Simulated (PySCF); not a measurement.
Identify the unknown among the candidates.

All candidates are C6H14P (charge +1).

| technique | computed result |
| --- | --- |
| UV, first state | lowest singlet excitation: 7.15 eV (173 nm, f = 0.152) [TDDFT PBE0/def2-SVPD] |
| 1H NMR | chemical shifts (computed TMS as zero) by class: 3.63 (1 H), 2.68 (1 H), 2.50 (1 H), 2.37 (1 H), 2.06 (3 H), 1.75 (3 H), 1.46 (3 H), 1.10 (1 H) ppm [GIAO PBE0/pcSseg-1] |
| 13C NMR | chemical shifts (computed TMS as zero) by class: 37.6 (1 C), 29.6 (1 C), 21.2 (1 C), 15.3 (1 C), 11.4 (1 C), 1.1 (1 C) ppm [GIAO PBE0/pcSseg-1] |
| Polarisability | 90.2 au [PBE0/def2-SVPD] |
| Valence photoelectron | vertical ionisation energy: 14.53 eV [ΔSCF PBE0/def2-SVPD] |
| XPS | P2p3/2 142.6, C1s 294.3, C1s 295.0, C1s 295.0, C1s 295.8, C1s 295.9, C1s 296.0, P1s 2156.2 eV [ΔSCF SCAN, pcX-2 on the ionised atom, pcseg-1 elsewhere, spin-free X2C, 2p3/2 from a spin–orbit splitting computed afterwards within the 2p shell] |
| Triplet | lowest triplet excitation (Tamm–Dancoff): 5.60 eV [TDA PBE0/def2-SVPD] |
| Rotational structure | rotational constants A, B, C: 2.405, 1.692, 1.114 GHz [PBE0-D3(BJ)/def2-SVP] |

Gas-phase values; electronic properties from PySCF, density fitting. Levels stand in brackets. Geometry: PBE0-D3(BJ)/def2-SVP, one conformer, isolated ion. NMR values are class means; diastereotopic atoms form classes of their own.

Question: Which candidate is it?
A. `C[P+](C)(C)C1CC1`
B. `CC(C)[C@@H]1C[P@@H+]1C`
C. `CC[C@@H]1[C@H](C)[P@H+]1C`

Answer: C. It is `CC[C@@H]1[C@H](C)[P@H+]1C`. Numbering: `[CH3:1][CH2:2][C@@H:3]1[C@H:4]([CH3:5])[P@H+:6]1[CH3:7]`. 6 carbons fall into 6 classes; from least to most shielded: ring sp3 carbon bound to phosphorus [C3] (37.6 ppm), ring sp3 carbon bound to phosphorus [C4] (29.6 ppm), chain CH2 carbon [C2] (21.2 ppm), methyl carbon [C1] (15.3 ppm), methyl carbon [C5] (11.4 ppm), chain sp3 carbon bound to phosphorus [C7] (1.1 ppm). Hydrogen classes from least to most shielded: 1 H on a phosphonium phosphorus, P6 (3.63 ppm), 1 H on an sp3 carbon bound to phosphorus, C4 (2.68 ppm), 1 H on an sp3 carbon bound to phosphorus, C3 (2.50 ppm), 1 H on a chain CH2 carbon, C2 (2.37 ppm), 3 H on an sp3 carbon bound to phosphorus, C7 (2.06 ppm, a mean of values up to 1.4 ppm apart in this geometry), 3 H on a methyl carbon, C5 (1.75 ppm, a mean of values up to 1.2 ppm apart in this geometry), 3 H on a methyl carbon, C1 (1.46 ppm, a mean of values up to 1.0 ppm apart in this geometry), 1 H on a chain CH2 carbon, C2 (1.10 ppm). The core levels belong to: P2p3/2 142.6 eV, phosphonium phosphorus [P6]; C1s 294.3 eV, methyl carbon [C1]; C1s 295.0 eV, chain CH2 carbon [C2]; C1s 295.0 eV, methyl carbon [C5]; C1s 295.8 eV, sp3 carbon bound to phosphorus [C3]; C1s 295.9 eV, sp3 carbon bound to phosphorus [C4]; C1s 296.0 eV, sp3 carbon bound to phosphorus [C7]; P1s 2156.2 eV, phosphonium phosphorus [P6]. S1 is mainly HOMO→LUMO (weight 0.86); the largest Löwdin shares of the orbital it empties are 0.28 on the phosphonium phosphorus, 0.13 on an sp3 carbon bound to phosphorus, 0.12 on an sp3 carbon bound to phosphorus and 0.10 on the chain CH2 carbon, of the orbital it fills 0.37 on the phosphonium phosphorus, 0.15 on each of 2 atoms of one kind (sp3 carbon bound to phosphorus) and 0.10 on the P–H hydrogen. The optimised geometry has point group C1 and is an asymmetric top.

The others, at the same levels:
- `CC(C)[C@@H]1C[P@@H+]1C` fails: its computed vertical ionisation energy is 14.80 eV (against 14.53 eV), rotational constant A is 3.332 GHz (against 2.405 GHz) and smallest rotational constant is 1.169 GHz (against 1.114 GHz).
- `C[P+](C)(C)C1CC1` fails: it has 3 carbon classes against 6; its computed 13C shifts are 8.9 (3 C), 6.4 (2 C), 5.4 (1 C) ppm, 1H shifts are 1.69 (9 H), 1.62 (2 H), 0.93 (2 H), 0.80 (1 H) ppm and lowest singlet excitation is 8.58 eV (145 nm, f = 0.002) (against 7.15 eV).

Each candidate is one conformer, not necessarily the lowest. The conformers computed, where there is a choice (atom-mapped SMILES and torsion angles):
- `[CH3:1][CH2:2][C@@H:3]1[C@H:4]([CH3:5])[P@H+:6]1[CH3:7]`: C1–C2–C3–C4 161°
- `[CH3:1][CH:2]([CH3:3])[C@@H:4]1[CH2:5][P@@H+:6]1[CH3:7]`: C1–C2–C4–C5 -79°
- `[CH3:1][P+:2]([CH3:3])([CH3:4])[CH:5]1[CH2:6][CH2:7]1`: C1–P2–C5–C6 -36°
